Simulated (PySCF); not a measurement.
# Electron correlation in Al²⁺ (aluminium, charge +2)

[Ne] 3p1, 2P determinant (an excited configuration). All numbers are calculated (PySCF 2.14, the spin-free X2C one-electron Hamiltonian (Gaussian nucleus), in aug-cc-pCVTZ-DK with one added diffuse shell each of s, p, d, f type (9s8p6d4f, 91 functions)). Frozen: 1s2; 9 electrons correlated.

```csv
level,correlation energy (mhartree)
CCSD,-276.03
(T),-1.90
CCSD(T),-277.93
```

Diagnostics: T1 = 0.0026, D1 = 0.0088, largest double amplitude 0.013.

Cost of the coupled-cluster step: about 60 core-seconds, for 9 correlated electrons.
